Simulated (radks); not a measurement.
Results of a calculation; reference values are marked as such.
All-electron atom: the phosphorus ion P13+ in [He].

Code: a radial shooting solver on a logarithmic mesh with Libxc functionals. Model: Dirac Kohn-Sham, relativistic LDA (MacDonald-Vosko exchange, VWN5 correlation), spin-unpolarised, spherical densities, finite nucleus; Fermi nuclear charge, rms radius 3.1889 fm.

Energy parts (hartree):
total: -215.17530
kinetic: 216.03197
electron-nucleus: -441.55124
Hartree: 18.30007
exchange-correlation: -7.95610

Orbitals (lengths in bohr, moments of r in powers of bohr):
| orbital | occ. | eigenvalue (hartree) | <1/r> | <r^2> | <r> | small-component weight |
|---|---|---|---|---|---|---|
| 1s1/2 | 2 | -99.69469 | 14.72 | 0.01413 | 0.1027 | 2.86e-03 |

The highest occupied level is 1s1/2 at -2712.8 eV. Summed over all electrons, <r^2> = 0.02827 bohr^2, which gives a Langevin (diamagnetic) susceptibility term of -0.0224 x 10^-6 cm^3/mol. The electron density at the nucleus is 2221 e/bohr^3. The density falls to 0.001 e/bohr^3 at r = 0.50 bohr.
